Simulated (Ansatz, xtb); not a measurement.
**Ranking isomers of B4H9N3Si**

5 gas-phase structures of B4H9N3Si, from a drawn sample of its isomers (lower ones may exist). Each was relaxed with GFN2-xTB:

A. `BB1NBN([SiH3])BN1`, a singlet
B. `BN1BNBN([SiH3])B1`, a singlet
C. `BN1BNB([SiH3])NB1`, a singlet
D. `BN1BNBNB1[SiH3]`, a singlet
E. `BB1NBNBN1[SiH3]`, a singlet

Q: Estimate their order in r2SCAN-D4/def2-SVP energy at these geometries, lowest first.

A: Calculated order at r2SCAN-D4/def2-SVP: B (0.0), D (9.6), C (10.2), E (27.5), A (29.6) kcal/mol. Less than 1 kcal/mol parts D and C, so the order within that pair means little.

Energies above the lowest of each column, in kcal/mol; the last columns are at PBE0-D3(BJ)/def2-SVP geometries and were run for some of them only (a dash: not run or not comparable):

```tsv
structure	GFN2-xTB	HF/STO-3G	r2SCAN-D4/def2-SVP	PBE0-D3(BJ)/def2-SVP	CCSD(T)/def2-SVP + ΔMP2/def2-TZVPP
B	0.0	0.0	0.0	0.0	0.0
D	25.9	18.2	9.6	7.8	13.4
C	26.1	16.4	10.2	8.5	13.8
E	35.8	39.3	27.5	–	–
A	36.5	38.3	29.6	–	–
```

Every level run on B puts it lowest or level with the lowest. Flexible structures stand in one conformer each, not always the lowest. C keeps a small imaginary mode. Frequencies (GFN2-xTB) were run for B, C, D alone. ΔMP2 is the change of the MP2 energy from the smaller to the larger basis.

Over these structures GFN2-xTB departs from r2SCAN-D4/def2-SVP by 5.3 kcal/mol on average once a common shift is removed. A GFN2-xTB relaxation took about 0.23 s and the r2SCAN-D4/def2-SVP energy about 4.2 s on a shared host (Ansatz 0.2.0, xtb 6.7.1).
